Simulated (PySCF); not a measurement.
C₄H₇ClSi. Atoms are numbered in the order given.

```xyz
13

C      3.1338     0.4844     0.0798
C      1.9517    -0.0781    -0.0159
C      0.7514    -0.6093    -0.1221
C      0.4257    -2.0481     0.2330
Si    -0.5905     0.5342    -0.7462
Cl    -2.1379     0.5816     0.6543
H      3.8364     0.4794    -0.7602
H      3.4559     0.9734     1.0053
H      0.0435    -2.5882    -0.6492
H     -0.3634    -2.0777     1.0015
H      1.3112    -2.5772     0.6121
H     -1.1882     0.0265    -2.0086
H     -0.0601     1.9048    -0.9260
```
Charge 0, spin multiplicity 1.

Geometry: TPSSh-D3(BJ)/def2-SVP. This is a generated structure with no PubChem entry under its InChIKey; it may be hypothetical. The values are those of a single conformer.

These are PBE/pcSseg-1 (PySCF) values and carry that method's errors.

GIAO shieldings, no solvent; atoms listed in one row are averaged. δ = σ(ref) − σ: ¹³C against TMS (σ = 182.0 ppm); ²⁹Si against TMS (σ = 335.4 ppm); ³⁵Cl against HCl (σ = 936.5 ppm); ¹H against TMS (σ = 31.49 ppm), references at their B3LYP-D3(BJ)/def2-TZVP geometries, non-relativistic (without spin–orbit terms, shifts of atoms bonded to Cl or Br come out too high).

```json
[
 {"nucleus": "¹³C", "atoms": "C2", "count": "1", "δ (ppm)": "222.4"},
 {"nucleus": "¹³C", "atoms": "C3", "count": "1", "δ (ppm)": "95.1"},
 {"nucleus": "¹³C", "atoms": "C1", "count": "1", "δ (ppm)": "74.3"},
 {"nucleus": "¹³C", "atoms": "C4", "count": "1", "δ (ppm)": "20.3"},
 {"nucleus": "²⁹Si", "atoms": "Si5", "count": "1", "δ (ppm)": "-4.8"},
 {"nucleus": "³⁵Cl", "atoms": "Cl6", "count": "1", "δ (ppm)": "-21.9"},
 {"nucleus": "¹H", "atoms": "H12", "count": "1", "δ (ppm)": "5.82"},
 {"nucleus": "¹H", "atoms": "H13", "count": "1", "δ (ppm)": "5.53"},
 {"nucleus": "¹H", "atoms": "H8", "count": "1", "δ (ppm)": "5.03"},
 {"nucleus": "¹H", "atoms": "H7", "count": "1", "δ (ppm)": "4.94"},
 {"nucleus": "¹H", "atoms": "H9, H10, H11", "count": "3", "δ (ppm)": "2.18"}
]
```
